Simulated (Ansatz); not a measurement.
Total energies of the cluster SiB8 (the lowest singlet isomer of a short search) from Ansatz at ωB97X-V/def2-TZVP, gas phase (1 Eh = 27.2114 eV = 2625.5 kJ/mol). The reference geometry is relaxed at B3LYP-D4/def2-SVP.

Cartesian coordinates in Å:
```
Si -1.282 -1.599 2.368
B -0.617 -0.365 0.773
B 2.298 0.501 -2.109
B -1.698 0.903 0.412
B -0.397 0.864 -0.490
B 2.054 -0.532 -1.008
B 0.777 -0.517 -0.097
B -2.088 -0.060 1.560
B 0.953 0.804 -1.410
```

```csv
state,geometry,energy (Eh)
charge 0 singlet,reference,-487.96668
charge 1 doublet,reference,-487.66978
free Si atom (triplet),–,-289.31742
free B atom (doublet),–,-24.65377
```

(1) Work out the vertical ionisation energy to the doublet.

(2) What is the binding energy per atom against free atoms?

(1) E(charge 1 doublet) − E(charge 0 singlet) = -487.66978 − (-487.96668) = 0.29690 Eh = 8.08 eV. For comparison, −ε of the highest occupied level is 8.45 eV at this level, 0.37 eV more.

(2) Atoms: 1 × (-289.31742) + 8 × (-24.65377) = -486.54758 Eh. Binding: -486.54758 − (-487.96668) = 1.41910 Eh = 38.62 eV, or 4.29 eV for each of 9 atoms (no zero-point energy, no counterpoise term).

The restricted singlet is unstable towards broken spin symmetry in Hartree–Fock (as tested in another run); at ωB97X-V/def2-TZVP this wasn't settled. At ωB97X-V/def2-TZVP the charge 1 doublet is spin-contaminated (final ⟨S²⟩ up to 0.85, 0.75 for a pure state). 

The structure comes from a short search, and lower isomers may exist.
